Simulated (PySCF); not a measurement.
Radial density of Al (aluminium, neutral)

M06-2X, [Ne] 3s2 3d1, 2D determinant (an excited configuration). Computed with PySCF 2.14 in aug-cc-pV(Q+d)Z with one added diffuse shell each of s, p, d, f, g type (8s7p6d4f3g, 114 functions), with the non-relativistic Hamiltonian (point nucleus).

```csv
r (bohr),4πr²ρ (e/bohr),4πr²(ρα − ρβ)
0.00198,0.06553,0.0000
0.00333,0.1791,0.0000
0.00560,0.4775,0.0000
0.00941,1.224,0.0000
0.0158,2.931,0.0001
0.0266,6.273,0.0002
0.0448,11.13,0.0003
0.0754,14.53,0.0003
0.127,12.13,0.0001
0.213,8.464,0.0002
0.359,11.70,0.0015
0.603,10.78,0.0011
1.01,3.256,0.0024
1.71,1.089,0.0152
2.87,0.6684,0.0375
4.83,0.1472,0.0925
8.12,0.1106,0.1105
13.7,0.03048,0.0305
23.0,0.0006845,0.0007
```

The outer electron is Rydberg-like, and this basis confines it to a smaller radius and binds it less than a complete one would.
